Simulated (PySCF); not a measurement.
# Two-component Hartree-Fock for N⁺ (nitrogen, charge +1)

Start: [He] 2s1 2p3; 2s1/2 filled at m_j = +1/2; 2p3/2 filled at m_j = -1/2, +1/2, +3/2. Calculated with PySCF 2.14 in x2c-SVPall-2c with one added diffuse shell of s type (4s2p1d, 15 functions): generalised Hartree-Fock with the X2C-1e Hamiltonian and a Gaussian nucleus; one run each with spin-orbit coupling (SO) switched off, then screened by Boettger's factors. This is a chosen level, not necessarily the ground level.

```csv
spinor shell,electrons,"ε, spin-free (eV)","ε, screened SO (eV)",weight of nominal j (screened SO),"rms radius, screened SO (bohr)"
1s1/2,2,-441.46,-441.46,1.000,0.266
2s1/2,1,-47.261,-47.261,1.000,1.34
2p3/2,3,-31.532,-31.532,0.666,1.40
```

```
   quantity  spin-free  screened SO
E (hartree)  -53.71776    -53.71776
        M_J          2            2
       ⟨J²⟩      6.000        6.000
       ⟨L²⟩      0.000        0.000
       ⟨S²⟩      6.000        6.000
```

Each row is a mean over spinors that exchange with the open shell spreads, by up to 5.097 eV (1s1/2).

Rows whose weight is well below 1 are mixtures of j = l ± 1/2: exchange outweighs spin-orbit coupling there, and the label is only the starting occupation.

Without spin-orbit coupling the j labels of p, d and f shells carry no meaning; the spin-free column gives the mean over the occupied spinors of each nl shell.
